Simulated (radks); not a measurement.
Results of a calculation; reference values are marked as such.
Dynamic dipole polarisability and lines of the oxygen ion O4+, [He] 2s2. Code: a radial shooting solver on a logarithmic mesh with Libxc functionals. Model: scalar-relativistic Kohn-Sham, LB94 model potential, spin-unpolarised, spherical densities, finite nucleus; Fermi nuclear charge, rms radius of each element as measured or else 0.836 A^(1/3) + 0.57 fm. Time-dependent linear response with the Hartree and adiabatic LDA kernel, continuum included through the Sternheimer equations, no spin-orbit coupling, so fine structure and intercombination lines are absent. Lines are the poles of the dipole polarisability below minus the highest occupied eigenvalue, found on a grid refined at the orbital gaps; the lowest seven at most are given, and weak or close lines can be missed. The first line takes the name of the lowest orbital gap if no other gap lies below it; otherwise a line is named after a gap within 0.6 % of it, if that gap stands alone.

photon energy (eV)  alpha (bohr^3)
0                            1.227
5.486                        1.359
12.800                       2.734
20.114                      -2.514
27.428                     -0.5428
34.742                     -0.1966
42.056                    -0.04613
49.371                     0.05618
56.685                      0.1714
63.999                      0.4649
71.313                      -1.437
78.627                     -0.2074
85.941                     0.07570
93.256                     -0.1258
100.57                    -0.01108

Lines (eV, oscillator strength): 16.875 (73.47 nm, 2s-2p), f = 0.427; 69.570 (17.82 nm, unassigned), f = 0.482; 88.847 (13.95 nm, 2s-4p), f = 0.130; 97.155 (12.76 nm, 2s-5p), f = 0.0558; 101.59 (12.20 nm, 2s-6p), f = 0.0298; 104.24 (11.89 nm, unassigned), f = 0.0178. Higher lines, where found, are left out when the end of the mesh affects them. Those listed give 98 % of the static polarisability (sum of f/w^2). Orbital energy gaps for comparison: 2s-2p 11.832 eV; 2s-3p 70.079 eV; 2s-4p 88.993 eV; 2s-5p 97.222 eV; 2s-6p 101.63 eV. At laser wavelengths: 1550 nm 1.230, 1064 nm 1.232, 780 nm 1.237, 532 nm 1.249, 355 nm 1.277, 266 nm 1.319, 193 nm 1.416 bohr^3.
